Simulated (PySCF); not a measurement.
Species: C6H9FO.
Atom-mapped SMILES: `[O:1]=[C:2]1[CH2:3][CH2:4][CH2:5][CH2:6][C@H:7]1[F:8]`

Definitions: NICS(0) = −σiso at the ring centroid; NICS(1) = −σiso and NICS(1)zz = −σzz at ±1 Å along the ring normal z. Level: GIAO PBE0/pcSseg-1 (PySCF, non-relativistic, gas phase) on the GFN2-xTB geometry, one conformer.

Ring bond lengths (Å), with Mayer bond orders in brackets: C2–C3 1.501 (0.97), C3–C4 1.537 (1.01), C4–C5 1.525 (1.04), C5–C6 1.528 (1.02), C6–C7 1.530 (1.01), C7–C2 1.527 (0.94).

What do the NICS probes read (ppm)?

```
             ring                                            type  NICS(0)  NICS(1), two faces  NICS(1)zz, two faces  rms pucker (Å)  centre to ring atoms, mean (Å)
C2–C3–C4–C5–C6–C7  6-membered carbocycle; formal bonds all single     -0.8         -0.6 / -3.0            5.4 / -0.2            0.25                            1.46
```

What do they say, and how far can they be read as aromaticity?

- C2–C3–C4–C5–C6–C7: mean NICS(1)zz 2.6 ppm, near zero. C3, C4, C5, C6, C7 have four or more neighbours; no verdict on aromaticity is drawn. The two faces differ by 5.6 ppm, so no symmetry operation interchanges them.
